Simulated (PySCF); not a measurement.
ClH6NSi3, SMILES [SiH2]1N[SiH2][SiH]1Cl.

The structure is a stationary point at PBE0-D3(BJ)/def2-SVP. The structure was generated by enumeration, and PubChem lists no compound with its InChIKey, so it may never have been made.

Vertical ionisation energy (IE) and electron affinity (EA) in eV. Rows of orbital energies are one-electron estimates. Where ΔSCF, EOM or ADC give a negative EA the extra electron is unbound and the value depends on the basis.

```csv
level,IE,EA
"−ε(HOMO), −ε(LUMO), HF/def2-TZVP (PySCF)",?,?
"−ε(HOMO), −ε(LUMO), PBE/def2-TZVP (PySCF)",6.20,1.81
```

### Question
Fill in the missing entries. (An estimate is asked for; the answer gives what the named calculation found.)

### Answer

- −ε(HOMO), −ε(LUMO), HF/def2-TZVP (PySCF), IE: 9.62
- −ε(HOMO), −ε(LUMO), HF/def2-TZVP (PySCF), EA: -2.08
